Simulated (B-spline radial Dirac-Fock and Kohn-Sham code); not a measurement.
# Core-hole lifetimes of Fe¹²⁺

System: iron as Fe¹²⁺, [Ne] 3s2 3p2.

Input of the calculation (task.json; shells as n, l, electrons):

```json
{"items": [{
  "Z": 26,
  "q": 12,
  "cfg": [[1, 0, 2], [2, 0, 2], [2, 1, 6], [3, 0, 2], [3, 1, 2]],
  "A": 56,
  "rrms": 3.7377,
  "do": ["binding", "quiet", "decay"],
  "holes": ["K", "L1", "L2", "L3", "M1"]
}]}
```

Run with: `python xray_run.py task.json out`

These are calculated numbers from a radial B-spline solver; the model is a relativistic independent-particle model: LDA orbitals of the hole state, radiative multipoles to third order, Auger rates from the Coulomb interaction with a continuum orbital, Dirac-Fock energies.

Partial widths are in eV. Coster-Kronig decay leaves a hole in the same principal shell; its rates are the weakest part of the model, often 1.5 to 2.5 times too large and more for N holes. Holes without an open Auger channel, or with an unreliable SCF state, are not listed.

```
      hole  radiative   Auger  Coster-Kronig   total  fluorescence yield  lifetime (fs)
    K (1s)      0.397   0.732              0    1.13               0.352          0.583
   L1 (2s)    0.00174   0.133              0   0.135              0.0129           4.87
L2 (2p1/2)   0.000265  0.0542              0  0.0545             0.00486           12.1
L3 (2p3/2)   0.000279  0.0547              0  0.0549             0.00507           12.0
```
